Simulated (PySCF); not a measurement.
# Hg⁺: excitation energy

Hg⁺ [Xe] 4f14 5d10 6s1 (2S) → Hg⁺ [Xe] 4f14 5d9 6s2 (2D), as a difference of total energies. All numbers are calculated (PySCF 2.14, scalar relativity through the core potential, in aug-cc-pwCVTZ-PP with ECP60MDF (8s8p7d4f3g, 122 functions)). Correlated levels: valence: 5s2 5p6 frozen; valence and next inner shell: nothing frozen outside the core potential. The calculations carry no spin-orbit coupling.

```
                                method  excitation energy (eV)
                                   UHF                   5.333
                                   LDA                   4.780
                                   PBE                   4.878
                                  PBE0                   5.087
                                r2SCAN                   4.989
                               wB97M-V                   5.115
                                 HSE06                   5.046
                               wB97X-V                   5.115
                         MP2 (valence)                   5.340
                     SCS-MP2 (valence)                   5.227
    MP2 (valence and next inner shell)                   4.967
SCS-MP2 (valence and next inner shell)                   4.882
```

**Question.** How much does correlation contribute at MP2 (valence and next inner shell)?

**Answer.** 4.967 − (5.333) = -0.366 eV, measured against UHF.

Errors of the correlated levels include the incompleteness of this basis and the frozen core.

For comparison: 5.149 eV (measured; NIST levels, between the centres of gravity of the two terms).
